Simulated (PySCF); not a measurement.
Structure from NMR data

An unknown has the formula C7H5FO2. Its calculated NMR data are:

$^{1}$H NMR (300 MHz, computed): δ 8.18 (d, J = 9.6 Hz, 2H), 6.85 (dd, J = 9.6, 1.1 Hz, 2H), 4.41 (br s, 1H).

$^{13}$C{$^{1}$H} NMR (computed): δ 167.1 (C), 162.5 (C, d, J = 402.0 Hz), 141.0 (CH, d, J = 4.2 Hz), 121.2 (C, d, J = 64.8 Hz), 118.4 (CH).

[PySCF 2.14: PBE0/pcSseg-1 with gauge-including orbitals; geometry from PBE0-D3(BJ)/def2-SVP; B3LYP/pcJ-1 coupling constants (spin–dipole term only in couplings to heteroatoms); one computed conformer; equivalent nuclei averaged; in vacuum; relativity neglected]

Chemical shifts δ = σref − σ; TMS for $^{1}$H and $^{13}$C, all at this level.

Question: Which candidate is it?
A. O=C(O)c1ccccc1F
B. O=C(O)c1cccc(F)c1
C. O=C(F)c1ccc(O)cc1

Answer: C. 

Rings plus π bonds: 5 (1 ring in the answer). 5 carbon signals for 7 carbons: some carbons are equivalent by symmetry or fast rotation. Carbon types of the structure: 3 × C, 4 × CH, leaving 1 H on heteroatoms. δC 167.1: aromatic carbon bearing oxygen; σ withdrawal by the attached heteroatom moves it downfield of the ring CH carbons. δC 162.5: carbonyl carbon. δC 141.0, 118.4: aromatic CH. δC 121.2: substituted aromatic carbon. δH 8.18, 6.85: hydrogen on an aromatic CH. The protons at 8.18 and 6.85 share a coupling of 9.6 Hz (vicinal, an ortho-type coupling).

The others: O=C(O)c1cccc(F)c1 would give 7 carbon signals, not 5; O=C(O)c1ccccc1F would give 7 carbon signals, not 5.

The OH or NH signal is concentration- and solvent-dependent in practice; the value given is the gas-phase one. C–F couplings over four or more bonds (about 3 Hz to the para carbon of a fluoroarene) are left out. Common functionals overestimate the size of one-bond C–F couplings by tens of Hz; these are unscaled. Splittings below 1 Hz are ignored in the labels, and close J values are merged. Couplings among chemically equivalent protons are left out too, so labels in AA′BB′ or AA′XX′ sets are apparent multiplicities. Unscaled 3J(H,H) at this level run about 10 % above measured values. Shifts are as computed. Against solution values, carbons near 30 ppm lie about +2 ppm off and those near 130 ppm about +5 ppm. Of 1211 compounds with measured shifts, 218 miss one by over three times the rms of a fit or turn the order of signals round; such compounds aren't used in these exercises.
